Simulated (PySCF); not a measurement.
## Correlation energy of I (iodine, neutral)

[Kr] 4d10 5s2 5p5, 2P determinant. All numbers are calculated (PySCF 2.14, scalar relativity through the core potential, in def2-SVP with the def2 core potential (28 electrons) (4s4p2d, 26 functions)). Frozen: 4s2 4p6 4d10; 7 electrons correlated.

MP2 pair energies summed by pair of shells (mhartree):

```
 pair  energy  share (%)
5p-5p  -51.99       66.7
5s-5p  -21.49       27.6
5s-5s   -4.46        5.7
```

Total MP2 correlation energy: -77.94 mhartree.

Same-spin part -20.00 and opposite-spin part -57.94 mhartree; SCS-MP2 scales them by 1/3 and 6/5 to -76.19 mhartree.

```json
{"level": "CCSD", "correlation energy (mhartree)": "-90.47"}
{"level": "(T)", "correlation energy (mhartree)": "-0.78"}
{"level": "CCSD(T)", "correlation energy (mhartree)": "-91.25"}
```

Diagnostics: T1 = 0.0054, D1 = 0.0184, largest double amplitude 0.051.

Problem. Is a single reference adequate?

Solution. Yes, within this model without spin-orbit coupling: T1 lies below 0.03 and no double amplitude reaches 0.07.
